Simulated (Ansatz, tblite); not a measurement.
Removing and adding an electron: Cu₂Pt. Charge 0, multiplicity 1. Geometry: r2SCAN-D4/def2-TZVP. Ansatz, gas phase; energy differences of separate SCF runs; the oxidised species was run as a doublet alone; the reduced species was run as a doublet alone.

```xyz
3

Pt   -1.240    0.091   -0.525
Cu    0.946    0.946   -0.335
Cu    0.294   -1.037    0.860
```

In the def2 sets Pt takes a core potential; there is no spin–orbit coupling. The xTB rows come from tblite. The structure comes from a short search, and lower isomers may exist.

```tsv
level	−HOMO (eV)	vertical IE (eV)	−LUMO (eV)	vertical EA (eV)	HOMO–LUMO gap (eV)	IE − EA (eV)	remarks
GFN1-xTB	10.71	13.53	9.42	6.71	1.29	6.82	–
GFN2-xTB	8.27	11.53	5.11	3.04	3.16	8.49	–
PBE-D4/def2-TZVPD	4.18	–	3.42	1.31	0.77	–	HOMO above zero (-1 doublet)
r2SCAN-D4/def2-TZVP	4.18	7.14	3.13	–	1.05	–	–
r2SCAN-D4/def2-TZVPD	4.22	–	3.16	1.28	1.06	–	HOMO above zero (-1 doublet), spin-contaminated (⟨S²⟩ 0.88) (-1 doublet)
PBE0-D4/def2-TZVP	5.16	7.03	2.37	–	2.79	–	–
PBE0-D4/def2-TZVPD	5.19	–	2.41	1.01	2.78	–	HOMO above zero (-1 doublet)
```

Relaxing the oxidised species (r2SCAN-D4/def2-TZVP) changes its energy by -0.06 eV at PBE0-D4/def2-TZVP, so the adiabatic ionisation energy to this nearest minimum is 6.97 eV.  Run but left out: PBE-D4/def2-TZVP (charge +1 doublet: an occupied level 0.05 eV above an empty one).   A HOMO above zero means that the electron is unbound at that level or that self-interaction error raises the level; the energy of removing that electron tells which. Raw xTB energy differences between charge states are shifted by several eV; the methods need an empirical correction for them.
